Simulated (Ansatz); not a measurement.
Isolated molecules relaxed with PBE0-D4/def2-TZVP in Ansatz; ΔE leaves out vibrations. CCSD(T)/CBS is the MP2 limit (def2-TZVPP, def2-QZVPP) plus CCSD(T) − MP2 in def2-TZVPP, frozen cores. DFT in def2-TZVPP. For Ge, Se outer-core shells are correlated without core-valence functions, which leaves a few kJ/mol of doubt a bond. Scalar relativity is left out up to krypton. Each species was taken in one conformer, which may not be the lowest.

`[Cl][GeH2][SeH]` + `N=[C](Cl)[GeH3]` → `[Cl][GeH2][GeH3]` + `N=C(Cl)[SeH]`  (redistribution)

```csv
level,ΔE (kcal/mol),difference from CCSD(T)/CBS
r2SCAN-D4,9.3,-2.1
B97M-V,9.9,-1.5
r2SCAN0-D4,10.4,-1.0
BHLYP-D4,11.8,0.4
CAM-B3LYP-D4,10.7,-0.7
ωB97X-V,11.1,-0.3
ωB97M-V,11.3,-0.1
PBE-QIDH,10.9,-0.5
revPBE,8.3,-3.1
r2SCAN0,10.4,-1.0
LC-ωPBE,10.6,-0.8
RPA@PBE/def2-TZVPP,11.0,-0.4
HF/def2-SVP,15.3,3.9
HF/def2-TZVPP,15.1,3.7
MP2/def2-TZVPP,11.1,-0.3
CCSD/def2-TZVPP,11.7,0.3
CCSD(T)/CBS,11.4,0
```

Largest T1 diagnostic among the species: 0.013.

From BLYP to BHLYP (50 % exact exchange), in def2-TZVPP and without D4, ΔE moves by +3.0 kcal/mol. In def2-TZVPP, CCSD(T) changes the Hartree–Fock value by −3.8 kcal/mol (the triples alone add −0.5 kcal/mol) and MP2 by −3.9 kcal/mol. Leaving LDA and LC-ωPBE aside and taking each functional with its dispersion term where it has one, the values, not all of them listed here, spread over 3.9 kcal/mol, from PBE-D4 to BHLYP-D4. LDA lies −1.1 kcal/mol from PBE without D4.
